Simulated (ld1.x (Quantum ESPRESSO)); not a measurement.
## Scattering properties, TM potential for lead (Pb)

ld1.x (Quantum ESPRESSO) 7.5 input, shortened:

```
&input
   title='Pb', zed=82., rel=1, dft='PZ', iswitch=3,
   config='[Xe] 4f14 5d10 6s2 6p1'
 /
 &inputp
   pseudotype=2, tm=.true., lloc=0,
   nlcc=.true., rcore=0.85
 /
3
6P  2  1   1.00   0.00  2.65  2.65  0.0
5D  3  2  10.00   0.00  1.65  1.65  0.0
6S  1  0   2.00   0.00  1.50  1.50  0.0
 &test
   configts(1)='5d10 6s2 6p1'
 /
```

The phase is arctan(r·u′/u) with u = r·R(r), unwrapped; energies in Ry, scanned from -4 to 5 Ry. A pole is an energy at which the radial function vanishes at the test radius. The pseudo phase is shifted by a multiple of π to meet the all-electron one at the reference energy, and phase errors are pseudo minus all-electron; the curves can meet again beyond the range given. Levels narrower than the energy grid can be missing from the lists of poles.

| channel | radius (bohr) | reference energy (Ry) | poles, all-electron | poles, pseudo | unbroken range about the reference energy with phases within 0.05 rad | phase error 1 Ry above the reference energy (rad) |
| --- | --- | --- | --- | --- | --- | --- |
| s | 2.89 | -1.44 | -0.68 | -0.72, 0.71 | below -0.2 | -0.022 |
| p | 2.89 | -0.75 | 0.77 | 0.74 | below 2.8 | -0.003 |
| d | 2.89 | -2.13 | -2.06, 3.14 | -2.06, 3.47 | below 0.2 | +0.003 |

Phases in the s channel:

```csv
E (Ry),all-electron,pseudo
-4.00,1.344,1.344
-3.76,1.331,1.330
-3.52,1.313,1.312
-3.28,1.292,1.291
-3.04,1.264,1.262
-2.80,1.225,1.223
-2.56,1.167,1.164
-2.32,1.071,1.066
-2.08,0.876,0.869
-1.84,0.367,0.356
-1.60,-0.650,-0.653
-1.36,-1.200,-1.201
-1.12,-1.410,-1.412
-0.88,-1.515,-1.522
-0.64,-1.581,-1.594
-0.40,-1.628,-1.653
-0.16,-1.667,-1.717
0.08,-1.702,-1.828
0.32,-1.737,-2.620
0.56,-1.774,-4.597
0.80,-1.816,-4.750
1.04,-1.867,-4.814
1.28,-1.935,-4.862
1.52,-2.032,-4.906
1.76,-2.185,-4.954
2.00,-2.452,-5.012
2.24,-2.925,-5.089
2.48,-3.532,-5.200
2.72,-3.966,-5.379
2.96,-4.207,-5.695
3.20,-4.346,-6.226
3.44,-4.434,-6.799
3.68,-4.494,-7.168
3.92,-4.539,-7.373
4.16,-4.573,-7.495
4.40,-4.600,-7.574
4.64,-4.623,-7.630
4.88,-4.642,-7.671
```
